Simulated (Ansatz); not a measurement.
The cluster Rb₃, relaxed as a quartet with UKS B3LYP/def2-TZVP in Ansatz, starting from the B3LYP/def2-TZVP geometry of the neutral doublet. Force threshold 0.02 eV/Å.

In the def2 sets Rb takes a core potential; there is no spin–orbit coupling. In the quartet geometry the species has come apart into loosely held pieces. At B3LYP/def2-TZVP a doublet of charge 0 lies 0.60 eV below the quartet, each at its own geometry. The structure comes from a short search, and lower isomers may exist.

Start:

```tsv
atom	x (Å)	y (Å)	z (Å)
Rb1	1.6775	0.0707	3.3070
Rb2	-2.4867	-1.3624	-2.3899
Rb3	0.8092	1.2916	-0.9171
```

**Question.** Estimate the energy that the relaxation releases and the steps that it takes.

**Answer.** 22.4 kJ/mol, in 9 steps; 28 s on 4 threads of Arm Neoverse V1 on a shared host. The force fell under the threshold at step 7, but the optimiser went on and released 0.007 eV more. No frequencies were taken in this run, so the end may be a saddle point.

**Question.** Does the start keep its bonding and symmetry?

**Answer.** Bonds lost: Rb1–Rb3, Rb2–Rb3 (atoms count from 1). The end holds 3 separate pieces. Point group C2v at the start, C2v at the end, both within 0.05 Å.

**Question.** Predict the relaxed structure.

**Answer.** 
```xyz
3

Rb    1.7229   -0.2775    4.0958
Rb   -3.1138   -1.9422   -2.5205
Rb    1.3909    2.2196   -1.5754
```
Bond lengths (bridged metal pairs left out): .
